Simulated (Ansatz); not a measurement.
CH8AlB2N (`BC[N](B)[AlH2]`). Charge 0, multiplicity 1.

```xyz
13

B    -0.571    1.650   -0.938
C     0.559    0.625   -0.665
N     0.298   -0.431    0.310
B     1.187   -0.700    1.355
Al   -1.222   -1.412    0.198
H    -0.400    2.501   -1.761
H    -1.606    1.621   -0.331
H     1.447    1.205   -0.361
H     0.865    0.202   -1.636
H     2.207   -0.072    1.464
H     0.910   -1.564    2.141
H    -1.618   -2.399    1.362
H    -2.058   -1.225   -1.137
```

Problem. List the harmonic frequencies (cm⁻¹, unscaled) at PBE0-D4/def2-TZVP in Ansatz. (Best estimate.)

Solution. Ansatz gave: 73, 117, 150, 222, 266, 302, 392, 502, 534, 555, 613, 634, 776, 793, 941, 991, 1005, 1043, 1122, 1214, 1223, 1237, 1314, 1399, 1407, 1923, 1967, 2538, 2568, 2616, 2657, 2979, 3003.

Problem. Is this a minimum?

Solution. Yes, all 33 modes are real.

Problem. Give the ideal-gas thermochemistry at 298.15 K and 1 bar (rigid rotor, harmonic oscillator; point group C1, symmetry number 1).

Solution. Zero-point energy 233.7 kJ/mol; H(298) − E = 257.2 kJ/mol; entropy 356.6 J/(mol·K), of which translation 163.9, rotation 111.1, vibration 81.6; G(298) − E = 150.9 kJ/mol. Modes under 100 cm⁻¹ are hindered rotations or soft bends, so the harmonic entropy is rough.

Problem. Rotational constants (cm⁻¹)?

Solution. 0.1717, 0.1121, 0.07296.
